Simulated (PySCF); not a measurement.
C₄H₁₂W, SMILES [CH3][W]([CH3])([CH3])[CH3] (connectivity only; charge and spin as stated), neutral, multiplicity 3.

Geometry: PBE0-D3(BJ)/def2-SVP. The spin state was assumed, not searched. The def2 effective core potentials stand for the cores of W; spin–orbit coupling is left out.

Method: TDA-M06-2X/def2-SVPD run with PySCF.

Vertical excitations; the highest root listed may be one member of a degenerate set. Gas-phase values at a fixed geometry.

```tsv
state	energy (eV)	λ (nm)	f	main pairs
root 1	2.22	557	0.000	α HOMO→LUMO, α HOMO−1→LUMO+1, α HOMO→LUMO+2, α HOMO→LUMO+1 (degenerate set)
root 2	2.22	557	0.000	α HOMO−1→LUMO, α HOMO→LUMO+1, α HOMO−1→LUMO+2 (degenerate set)
root 3	2.22	557	0.000	α HOMO→LUMO+2, α HOMO−1→LUMO+1 (degenerate set)
root 4	2.39	518	0.012	α HOMO→LUMO, α HOMO→LUMO+2, α HOMO−1→LUMO+2, α HOMO→LUMO+1 (degenerate set)
root 5	2.39	518	0.012	α HOMO→LUMO+1, α HOMO−1→LUMO, α HOMO−1→LUMO+1 (degenerate set)
root 6	2.39	518	0.012	α HOMO−1→LUMO+2, α HOMO→LUMO, α HOMO−1→LUMO (degenerate set)
```
Unrestricted roots are not spin-pure.
